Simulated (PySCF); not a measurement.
difluoro(silyl)silane (F2H4Si2), SMILES F[SiH](F)[SiH3]. Atoms are numbered in the order given.

```xyz
8

Si    -1.7378     0.0709     0.0000
Si     0.5608    -0.3805     0.0000
F      1.2334     0.3139    -1.3064
F      1.2334     0.3139     1.3064
H     -1.9517     1.5430     0.0000
H     -2.3613    -0.5246    -1.2137
H     -2.3613    -0.5246     1.2137
H      0.9520    -1.8097     0.0000
```

Geometry: TPSSh-D3(BJ)/def2-SVP.

Calculation: M06-2X/def2-TZVP (PySCF).

Symmetry labels are those of the subgroup Cs that the program uses (full group Cs).

Computed valence orbital energies around the gap with their symmetry:
```json
[
 {"orbital": "HOMO−7", "symmetry": "A'", "energy (eV)": "-15.43"},
 {"orbital": "HOMO−6", "symmetry": "A'", "energy (eV)": "-15.12"},
 {"orbital": "HOMO−5", "symmetry": "A\"", "energy (eV)": "-14.51"},
 {"orbital": "HOMO−4", "symmetry": "A\"", "energy (eV)": "-14.13"},
 {"orbital": "HOMO−3", "symmetry": "A'", "energy (eV)": "-12.91"},
 {"orbital": "HOMO−2", "symmetry": "A\"", "energy (eV)": "-11.52"},
 {"orbital": "HOMO−1", "symmetry": "A'", "energy (eV)": "-11.51"},
 {"orbital": "HOMO", "symmetry": "A'", "energy (eV)": "-9.80"},
 {"orbital": "LUMO", "symmetry": "A'", "energy (eV)": "0.35"},
 {"orbital": "LUMO+1", "symmetry": "A\"", "energy (eV)": "0.35"},
 {"orbital": "LUMO+2", "symmetry": "A'", "energy (eV)": "1.35"},
 {"orbital": "LUMO+3", "symmetry": "A'", "energy (eV)": "2.02"}
]
```
